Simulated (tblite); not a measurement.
Compound: C6H6F3O (doublet state).
Z-matrix (Å and degrees, GFN2-xTB geometry), rows numbered from 1:
```
F 
C   1  1.3426
F   2  1.3403  1  106.31
F   2  1.3419  1  106.42  3   113.10
C   2  1.5120  1  111.58  3  -123.84
C   5  1.5510  2  112.10  1  -177.19
C   6  1.4952  5  114.40  2   -78.00
C   7  1.3772  6  107.21  5  -117.22
C   8  1.3782  7  108.08  6    -0.92
O   9  1.3595  8  111.91  7    -0.06
H   5  1.0916  2  108.03  1   -57.23
H   5  1.0912  2  108.47  1    61.06
H   6  1.1030  5  107.66  2    48.71
H   7  1.0686  6  123.78  5    62.19
H   8  1.0716  7  126.65  6   179.29
H   9  1.0708  8  131.56  7  -179.54
```

Computed geometry: GFN2-xTB, gas phase. This method treats the open shell by occupation alone, without spin polarisation.

Masses are those of the commonest isotopes; rigid-rotor values at the optimised geometry. The values belong to one conformer with, in the numbering `[F:1][C:2]([F:3])([F:4])[CH2:5][C@@H:6]1[CH:7][CH:8]=[CH:9][O:10]1`, C2–C5–C6–C7 -78°.

Task: Give the principal moments of inertia and the rotational constants in GHz.

Result: Ia = 157.43, Ib = 658.96, Ic = 710.09 u·Å²; 505379 MHz·u·Å²/I gives 3210, 766.9 and 711.7 MHz, that is A = 3.2102, B = 0.7669, C = 0.7117 GHz.

Task: What kind of rotor is it?

Result: A near-prolate asymmetric top. Ray's parameter κ = (2B − A − C)/(A − C) = -0.956; −1 is the prolate and +1 the oblate limit.

Task: What does the inertial defect say?

Result: Not planar: Δ = Ic − Ia − Ib = -106.30 u·Å². For a rigid frame Δ = −2 Σ m c², so Σ m c² = 53.15 u·Å² lies off the ab plane: 5.43 from hydrogen and 47.72 from heavier atoms. The atom farthest from that plane is 1.55 Å away.

Task: Estimate the classical rotational partition function at 100 K, 298.15 K and 500 K.

Result: Point group C1, symmetry number σ = 1; q = (√π/σ)·√((kT/h)³/(ABC)), k/h = 20836.6 MHz/K: 127000 at 100 K, 656000 at 298.15 K, 1420000 at 500 K.

For this open shell read J as N, the rotation without spin; fine and hyperfine splittings come on top. Its GFN2-xTB frequencies are all real (lowest 35 cm⁻¹). No vibrational averaging or centrifugal distortion is included, and the geometry carries the error of its method.
